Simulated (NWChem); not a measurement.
System: C2H4BNO; SMILES B(C)N=C=O

NWChem input:

```
start job
memory heap 200 mb stack 900 mb global 1100 mb
geometry units angstroms noautosym nocenter noautoz
  B     -0.895523     0.448298    -0.721299
  H     -1.738307    -0.236999    -1.229547
  C     -0.872505     1.998090    -0.944976
  H     -0.820515     2.217594    -2.021482
  H     -0.054244     2.519949    -0.439916
  H     -1.826382     2.433468    -0.612121
  N      0.072249    -0.206467     0.087736
  C      0.668950    -1.080472     0.660553
  O      1.301899    -1.880624     1.248242
end
basis spherical
  * library def2-tzvp
end
dft
  xc pbe0
  iterations 150
  semidirect filesize 400000000
end
property
  efieldgrad
end
task dft property
```

Parts of the log:

```
             Northwest Computational Chemistry Package (NWChem) 7.3.0
             --------------------------------------------------------

                             Geometry "geometry" -> ""
                             -------------------------

 Output coordinates in angstroms (scale by  1.889725989 to convert to a.u.)

  No.       Tag          Charge          X              Y              Z
 ---- ---------------- ---------- -------------- -------------- --------------
    1 B                    5.0000    -0.89552300     0.44829800    -0.72129900
    2 H                    1.0000    -1.73830700    -0.23699900    -1.22954700
    3 C                    6.0000    -0.87250500     1.99809000    -0.94497600
    4 H                    1.0000    -0.82051500     2.21759400    -2.02148200
    5 H                    1.0000    -0.05424400     2.51994900    -0.43991600
    6 H                    1.0000    -1.82638200     2.43346800    -0.61212100
    7 N                    7.0000     0.07224900    -0.20646700     0.08773600
    8 C                    6.0000     0.66895000    -1.08047200     0.66055300
    9 O                    8.0000     1.30189900    -1.88062400     1.24824200

 Effective nuclear repulsion energy (a.u.)     135.1129288254

                              NWChem Property Module
                              ----------------------

  itol2e modified to match energy
  convergence criterion.

                                 NWChem DFT Module
                                 -----------------

 Summary of "ao basis" -> "ao basis" (spherical)
 ------------------------------------------------------------------------------
       Tag                 Description            Shells   Functions and Types
 ---------------- ------------------------------  ------  ---------------------
 B                         def2-tzvp                11       31   5s3p2d1f
 H                         def2-tzvp                 4        6   3s1p
 C                         def2-tzvp                11       31   5s3p2d1f
 N                         def2-tzvp                11       31   5s3p2d1f
 O                         def2-tzvp                11       31   5s3p2d1f

  itol2e modified to match energy
  convergence criterion.

            General Information
            -------------------
          SCF calculation type: DFT
          Wavefunction type:  closed shell.
          No. of atoms     :     9
          No. of electrons :    36
           Alpha electrons :    18
            Beta electrons :    18
          Charge           :     0
          Spin multiplicity:     1
          Use of symmetry is: off; symmetry adaption is: off
          Maximum number of iterations: 150
          AO basis - number of functions:   179
                     number of shells:    71
          Convergence on energy requested:  1.00D-07
          Convergence on density requested:  1.00D-05
          Convergence on gradient requested:  5.00D-04

              XC Information
              --------------
                         PBE0 Method XC Functional
                     Hartree-Fock (Exact) Exchange  0.250
          PerdewBurkeErnzerhof Exchange Functional  0.750
            Perdew 1991 LDA Correlation Functional  1.000 local
           PerdewBurkeErnz. Correlation Functional  1.000 non-local

             Grid Information
             ----------------
          Grid used for XC integration:  fine
          Radial quadrature: Mura-Knowles
          Angular quadrature: Lebedev.
          Tag              B.-S. Rad. Rad. Pts. Rad. Cut. Ang. Pts.
          ---              ---------- --------- --------- ---------
          B                   0.85       70          10.0       590
          H                   0.35       60          12.0       590
          C                   0.70       70          12.0       590
          N                   0.65       70          10.0       590
          O                   0.60       70          14.0       590
          Grid pruning is: on
          Number of quadrature shells:   590
          Spatial weights used:  Erf1

      Superposition of Atomic Density Guess
      -------------------------------------

 Sum of atomic energies:        -230.97246511

      Non-variational initial energy
      ------------------------------

 Total energy =    -233.525943
 1-e energy   =    -579.332892
 2-e energy   =     210.694019
 HOMO         =      -0.336045
 LUMO         =      -0.017654

------------------------------------------------------------
EAF file 0: "./job.aoints.0" size=549978112 bytes
------------------------------------------------------------
               write      read    awrite     aread      wait
               -----      ----    ------     -----      ----
     calls:     1049         0         0         0         0
   data(b): 5.50e+08  0.00e+00  0.00e+00  0.00e+00
   time(s): 0.00e+00  0.00e+00  0.00e+00  0.00e+00  0.00e+00
rate(mb/s): 0.00e+00  0.00e+00
------------------------------------------------------------

   convergence    iter        energy       DeltaE   RMS-Dens  Diis-err
 ---------------- ----- ----------------- --------- --------- ---------
 d= 0,ls=0.0,diis     1   -233.1947166092 -3.68D+02  5.35D-03  1.07D+00
 d= 0,ls=0.0,diis     2   -233.1012681096  9.34D-02  3.06D-03  2.25D+00
 d= 0,ls=0.0,diis     3   -233.2943028022 -1.93D-01  1.10D-03  1.11D-01
 d= 0,ls=0.0,diis     4   -233.2970358016 -2.73D-03  6.07D-04  6.89D-02
 d= 0,ls=0.0,diis     5   -233.3038676401 -6.83D-03  1.21D-04  2.02D-03
  Resetting Diis
 d= 0,ls=0.0,diis     6   -233.3041082088 -2.41D-04  1.76D-05  2.83D-05
 d= 0,ls=0.0,diis     7   -233.3041116254 -3.42D-06  1.11D-05  3.97D-06
 d= 0,ls=0.0,diis     8   -233.3041113136  3.12D-07  6.84D-06  6.83D-06
 d= 0,ls=0.0,diis     9   -233.3041120723 -7.59D-07  1.66D-06  6.06D-07
 d= 0,ls=0.0,diis    10   -233.3041121290 -5.67D-08  2.96D-07  1.04D-08

         Total DFT energy =     -233.304112128991
      One electron energy =     -582.882062907516
           Coulomb energy =      246.084200111524
    Exchange-Corr. energy =      -31.619178158383
 Nuclear repulsion energy =      135.112928825384

 Numeric. integr. density =       35.999998460655

                       DFT Final Molecular Orbital Analysis
                       ------------------------------------

[...]

          -----------------------
          Electric field gradient
          -----------------------

 1 a.u. = 0.324123 10**(16) esu/cm**3  ( or statvolts/cm**2 ) = 0.97174 10**(22) v/m**2

 ------------------------------------------------------------
   Atom      X         Y         Z
 ------------------------------------------------------------
    1 B   -1.69229   0.84716  -1.36306
 ------------------------------------------------------------

 Electric field gradient in molecular frame (a.u.)
         XX             YY             ZZ             XY             XZ             YZ
 ------------------------------------------------------------------------------------------
       -0.049231       0.312016      -0.262785       0.119038       0.303687      -0.038451

 Principal components (a.u.) and orientation
 of principal axis w.r.t. absolute frame                      Asymmetry parameter eta
 --------------------------------------------------------------------------------------
       -0.490560       0.353925       0.136635                       0.442942

       -0.585108       0.364408       0.724469
        0.125169       0.923228      -0.363293
        0.801237       0.121884       0.585801

 ------------------------------------------------------------
   Atom      X         Y         Z
 ------------------------------------------------------------
    2 H   -3.28492  -0.44786  -2.32351
 ------------------------------------------------------------

 Electric field gradient in molecular frame (a.u.)
         XX             YY             ZZ             XY             XZ             YZ
 ------------------------------------------------------------------------------------------
       -0.048807       0.006225       0.042582      -0.120479      -0.084387      -0.074478

 Principal components (a.u.) and orientation
 of principal axis w.r.t. absolute frame                      Asymmetry parameter eta
 --------------------------------------------------------------------------------------
       -0.197525       0.104968       0.092557                       0.062833

        0.703074      -0.404129      -0.585121
        0.570776       0.811478       0.125369
        0.424148      -0.422117       0.801197

 ------------------------------------------------------------
   Atom      X         Y         Z
 ------------------------------------------------------------
    3 C   -1.64880   3.77584  -1.78575
 ------------------------------------------------------------

 Electric field gradient in molecular frame (a.u.)
         XX             YY             ZZ             XY             XZ             YZ
 ------------------------------------------------------------------------------------------
       -0.049778       0.116264      -0.066486       0.000152       0.034200      -0.032732

 Principal components (a.u.) and orientation
 of principal axis w.r.t. absolute frame                      Asymmetry parameter eta
 --------------------------------------------------------------------------------------
        0.122146      -0.096558      -0.025588                       0.581028

       -0.034324      -0.585917       0.809644
        0.983629       0.123594       0.131141
       -0.176905       0.800891       0.572083

 ------------------------------------------------------------
   Atom      X         Y         Z
 ------------------------------------------------------------
    4 H   -1.55055   4.19065  -3.82005
 ------------------------------------------------------------

 Electric field gradient in molecular frame (a.u.)
         XX             YY             ZZ             XY             XZ             YZ
 ------------------------------------------------------------------------------------------
        0.143560       0.131808      -0.275368      -0.005890       0.019766       0.084220

 Principal components (a.u.) and orientation
 of principal axis w.r.t. absolute frame                      Asymmetry parameter eta
 --------------------------------------------------------------------------------------
       -0.293066       0.149313       0.143753                       0.018971

       -0.046980      -0.372328       0.926912
       -0.194852       0.913526       0.357075
        0.979707       0.163835       0.115466

 ------------------------------------------------------------
   Atom      X         Y         Z
 ------------------------------------------------------------
    5 H   -0.10251   4.76201  -0.83132
 ------------------------------------------------------------

 Electric field gradient in molecular frame (a.u.)
         XX             YY             ZZ             XY             XZ             YZ
 ------------------------------------------------------------------------------------------
       -0.102535       0.051067       0.051468      -0.158331      -0.153543      -0.098593

 Principal components (a.u.) and orientation
 of principal axis w.r.t. absolute frame                      Asymmetry parameter eta
 --------------------------------------------------------------------------------------
       -0.297195       0.151048       0.146147                       0.016490

        0.749741      -0.327453      -0.575033
        0.472120       0.873588       0.118095
        0.463672      -0.360025       0.809562

 ------------------------------------------------------------
   Atom      X         Y         Z
 ------------------------------------------------------------
    6 H   -3.45136   4.59859  -1.15674
 ------------------------------------------------------------

 Electric field gradient in molecular frame (a.u.)
         XX             YY             ZZ             XY             XZ             YZ
 ------------------------------------------------------------------------------------------
       -0.185657       0.080363       0.105294       0.149113       0.114613      -0.054394

 Principal components (a.u.) and orientation
 of principal axis w.r.t. absolute frame                      Asymmetry parameter eta
 --------------------------------------------------------------------------------------
       -0.292868       0.149183       0.143685                       0.018771

        0.868754       0.159290       0.468927
       -0.391321       0.801124       0.452844
       -0.303535      -0.576911       0.758314

 ------------------------------------------------------------
   Atom      X         Y         Z
 ------------------------------------------------------------
    7 N    0.13653  -0.39017   0.16580
 ------------------------------------------------------------

 Electric field gradient in molecular frame (a.u.)
         XX             YY             ZZ             XY             XZ             YZ
 ------------------------------------------------------------------------------------------
        0.036816      -0.030123      -0.006693       0.238725      -0.058627       0.189355

 Principal components (a.u.) and orientation
 of principal axis w.r.t. absolute frame                      Asymmetry parameter eta
 --------------------------------------------------------------------------------------
       -0.339808       0.273989       0.065819                       0.612613

       -0.519935       0.622439      -0.585011
        0.700073       0.702921       0.125696
       -0.489455       0.344197       0.801226

 ------------------------------------------------------------
   Atom      X         Y         Z
 ------------------------------------------------------------
    8 C    1.26413  -2.04180   1.24826
 ------------------------------------------------------------

 Electric field gradient in molecular frame (a.u.)
         XX             YY             ZZ             XY             XZ             YZ
 ------------------------------------------------------------------------------------------
        0.000056       0.076967      -0.077023      -0.211709       0.243766      -0.211840

 Principal components (a.u.) and orientation
 of principal axis w.r.t. absolute frame                      Asymmetry parameter eta
 --------------------------------------------------------------------------------------
        0.448640      -0.288264      -0.160376                       0.285056

        0.579090      -0.585217       0.567605
       -0.626913       0.125435       0.768925
        0.521186       0.801116       0.294242

 ------------------------------------------------------------
   Atom      X         Y         Z
 ------------------------------------------------------------
    9 O    2.46023  -3.55386   2.35884
 ------------------------------------------------------------

 Electric field gradient in molecular frame (a.u.)
         XX             YY             ZZ             XY             XZ             YZ
 ------------------------------------------------------------------------------------------
        0.036846       0.000703      -0.037549       0.482583      -0.136648       0.371238

 Principal components (a.u.) and orientation
 of principal axis w.r.t. absolute frame                      Asymmetry parameter eta
 --------------------------------------------------------------------------------------
       -0.676558       0.556138       0.120421                       0.644020

       -0.547935       0.597790      -0.585162
        0.667096       0.734323       0.125512
       -0.504728       0.321587       0.801144
```

Level: PBE0/def2-TZVP. Coordinates come from a B3LYP/6-31G* (spherical d) optimisation. NWChem prints the field gradient with the sign opposite to the second derivative of the potential.
